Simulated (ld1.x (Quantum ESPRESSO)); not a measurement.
**What one change does to a pseudopotential (iridium, TM)**

| Property | Result |
| --- | --- |
| Element | iridium (Ir) |
| Generator | ld1.x (Quantum ESPRESSO) 7.5 |
| Type | norm-conserving Troullier–Martins (Kleinman–Bylander form) |
| Functional | PBE |
| Relativity | fully relativistic |
| Frozen core | [Xe] 4f14 |
| Valence charge | 9 |
| Reference configuration | 5d7 6s2 6p0 |
| Partial waves | 6s (bound): rc 1.80 bohr; 5d (bound): rc 1.90 bohr; 6p (bound, empty): rc 3.50 bohr |
| Local potential | the p channel |
| Core correction | Bessel-smoothed model core, default radius (core density twice the valence density) |

Open shells are filled in proportion to 2j + 1 (rel_dist='average').

All-electron outer shells of the reference configuration (PBE, scalar-relativistic, ld1.x):

```
shell  level (eV)  outermost node (bohr)  outermost maximum (bohr)
   4f      -62.19                      –                      0.39
   5p      -54.70                   0.54                      1.01
   5d       -7.15                   0.59                      1.29
   6s       -6.33                   1.17                      2.38
   6p       -1.22                   1.39                      3.47
```

Change: all radii but the core radius scaled by about 1.37 (s 2.46, p 4.78, d 2.60 bohr).

Cutoffs: the cutoffs (Ry, on a coarse ladder) from which the occupation-weighted sum of valence levels, in a spherical-Bessel basis at the reference potential, stays within 10 and 1 mRy of its value at 400 Ry; they do not see the model core or the augmentation charge, which bear on the density cutoff. Errors are all-electron minus pseudo energies relative to the spin-unpolarised reference configuration.

Problem. How do hardness, ghosts and transferability respond?

Solution. The potential gets softer (40 Ry and 80 Ry → 35 Ry and 40 Ry); of the 7 tests that both files solve, the error grows in 2 and shrinks in 3 by more than 15 % and 0.3 meV (median size 91.1 → 72.5 meV); neither file shows a bound ghost. A larger radius leaves more room for a smooth pseudo-wave, so fewer plane waves are needed.

```csv
quantity,base,changed
"cutoff, loose",40 Ry,35 Ry
"cutoff, tight",80 Ry,40 Ry
loose cutoff by channel (10 mRy a level),"s 21 Ry, d 35 Ry","s 8 Ry, d 30 Ry"
bound ghosts,none,none
"error for 5d7 6s1 6p0, meV [ΔE 9.89 eV]",-5.3,-2.1
"error for 5d7 6s0 6p0, meV [ΔE 27.36 eV]",-47,-73
"error for 5d6 6s0 6p0, meV [ΔE 57.90 eV]",-328,-339
"error for 5d8 6s0 6p0, meV [ΔE 8.64 eV]",-91,-113
"error for 5d5 6s0 6p0, meV [ΔE 101.45 eV]",-1051,-954
"error for 5d6 6s2 6p1, meV [ΔE 7.10 eV]",-140,-27
"error for 5d7 6s0 6p2, meV [ΔE 10.89 eV]",-91,-33
```
